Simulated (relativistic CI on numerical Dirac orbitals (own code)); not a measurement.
Slater and spin-orbit integrals, Hf45+

Computed by Dirac-Coulomb-Breit CI, KLI orbitals optimised for each configuration, model QED (radiative potential, 1s self-energy scaled to tabulated hydrogen-like ionisation energies), unscaled Slater integrals (own radial code, finite nucleus).

Slater integrals F^k, G^k are unscaled and averaged over j, outside the closed core [Ne]; ζ comes from projecting the Hamiltonian with its Breit term on Σ l·s of the shell.

- 3s2 3p6 3d9: ζ(3d) = 187700 cm⁻¹; <r>(3d) = 0.1814, <r^2>(3d) = 0.03827 (bohr units).
- 3s2 3p5 3d10: ζ(3p) = 1.4503e+06 cm⁻¹; <r>(3p) = 0.2013, <r^2>(3p) = 0.04697 (bohr units).
- 3s2 3p6 3d8 4s: F^2(3d,3d) = 564690, F^4(3d,3d) = 364180, ζ(3d) = 190550, G^2(3d,4s) = 58773 cm⁻¹; <r>(3d) = 0.1803, <r^2>(3d) = 0.03778, <r>(4s) = 0.3982, <r^2>(4s) = 0.1785 (bohr units).

(1) Give the Racah parameters of the d shell in 3s2 3p6 3d8 4s.

Averages of the first 10 configurations, taken without configuration mixing, which lowers the lowest level and can move excited configurations by several eV; other configurations of the list can lie among them:

```csv
Configuration,Parity,States,Average energy above the lowest level (eV)
3s2 3p6 3d9,even,10,23.5
3s2 3p5 3d10,odd,6,518.1
3s 3p6 3d10,even,2,925.8
3s2 3p6 3d8 4s,even,90,1546.8
3s2 3p6 3d8 4p,odd,270,1699.6
3s2 3p4 3d10 4s,even,30,2526.0
3s2 3p6 3d8 4d,even,450,1881.7
3s2 3p4 3d10 4p,odd,90,2679.4
3s2 3p5 3d9 4s,odd,120,2032.5
3s2 3p6 3d8 4f,odd,630,2038.2
```

Results:

(1) B = F²/49 − 5F⁴/441 = 7395 cm⁻¹ and C = 35F⁴/441 = 28903 cm⁻¹.
